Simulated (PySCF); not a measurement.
## Tl²⁺: excitation energy

Tl²⁺ [Xe] 4f14 5d10 6s1 (2S) → Tl²⁺ [Xe] 4f14 5d9 6s1 6p1 (high-spin determinant), as a difference of total energies. All numbers are calculated (PySCF 2.14, the spin-free X2C one-electron Hamiltonian (Gaussian nucleus), in ANO-RCC-VTZP (8s7p5d3f2g, 93 functions)). Correlated levels: valence and next inner shell: [Kr] 4d10 4f14 frozen. The calculations carry no spin-orbit coupling.

```
                                method  excitation energy (eV)
                                   UHF                  16.092
    MP2 (valence and next inner shell)                  17.382
SCS-MP2 (valence and next inner shell)                  17.324
   CCSD (valence and next inner shell)                  17.039
CCSD(T) (valence and next inner shell)                  17.081
```

**Question.** How much does correlation contribute at CCSD(T) (valence and next inner shell)?

**Answer.** 17.081 − (16.092) = 0.989 eV, measured against UHF.

A first-order spin-orbit estimate (lowest level to lowest level, LS coupling) adds -0.337 eV.

The basis was made for the ground configuration and has no added diffuse functions, so the excitation energy can come out too high.

The determinant of the upper state mixes LS terms, which raises its energy above the lowest term, most at the Hartree-Fock and MP2 levels.
